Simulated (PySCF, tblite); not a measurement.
C3H9Al2Cl3Si.
Atom-mapped SMILES: `[CH2:1]=[CH:2][C@H:3]([SiH3:4])[Al-:5]1([Cl:6])[Cl+:7][AlH2-:8][Cl+:9]1` (hydrogens: H10, H11 on C1; H12 on C2; H13 on C3; H14, H15, H16 on Si4; H17, H18 on Al8)

Jobs on this species (18 atoms, 118 electrons) with PySCF (density fitting) and tblite. Hardware of each: Arm Neoverse V1, one thread, shared host. Other jobs ran on the host; a repeat could differ by tens of per cent or more.

| level and settings | work | basis functions | SCF cycles | wall time |
| --- | --- | --- | --- | --- |
| GFN2-xTB | L-BFGS relaxation | – | – | ? |
| PBE0/pcSseg-1 | shieldings, charges and field gradients, density and orbital grids written | 240 | 14 | 86 s |
| GFN2-xTB | Hessian by finite differences | – | – | 1.5 s |

Q: Fill in the missing figures.

A: 
- GFN2-xTB; L-BFGS relaxation: 4.1 s

Q: What do all jobs in the table cost together?

A: About 92 s; the longest takes about 94 % of that, and about 57 times as long as the shortest.
